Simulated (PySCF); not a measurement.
# UHF on Kr+ (krypton, charge +1)

Configuration: [Ar] 3d10 4s2 4p5, 2P determinant. Calculation: PySCF 2.14, in cc-pVDZ-PP with ECP10MDF; a scalar-relativistic core potential.

| Item | Value |
| --- | --- |
| Total energy | -461.696004 hartree |
| One-electron energy | -797.7122 hartree |
| Hartree (Coulomb) energy | 367.7080 hartree |
| Exchange energy | -31.6918 hartree |
| ⟨S²⟩ | 0.7550 |
| ⟨L²⟩ | 2.016 |
| Sum of ⟨r⟩ | 22.13 bohr |
| Sum of ⟨r²⟩ | 31.55 bohr² |
| Traceless quadrupole moment −½Σ⟨3z² − r²⟩ along its main axis | 1.66 e·bohr² |
| Time after the integrals | 0.05 s of wall time on 1 thread of Neoverse-V2 (shared host) |

| shell | electrons | mean orbital energy (hartree) | spread (hartree) | rms radius, mean of both spins (bohr) |
| --- | --- | --- | --- | --- |
| 3s α | 1 | -11.25062 | 0 | 0.567 |
| 3s β | 1 | -11.23804 | 0 | 0.567 |
| 3p α | 3 | -8.93021 | 0.03183 | 0.583 |
| 3p β | 3 | -8.91606 | 0.00036 | 0.583 |
| 3d α | 5 | -4.19565 | 0.02956 | 0.605 |
| 3d β | 5 | -4.18651 | 0.01458 | 0.605 |
| 4s α | 1 | -1.63322 | 0 | 1.67 |
| 4s β | 1 | -1.51196 | 0 | 1.67 |
| 4p α | 3 | -0.93978 | 0.07552 | 1.98 |
| 4p β | 2 | -0.88853 | 0 | 1.98 |

Energies and moments cover only the electrons outside the core potential.
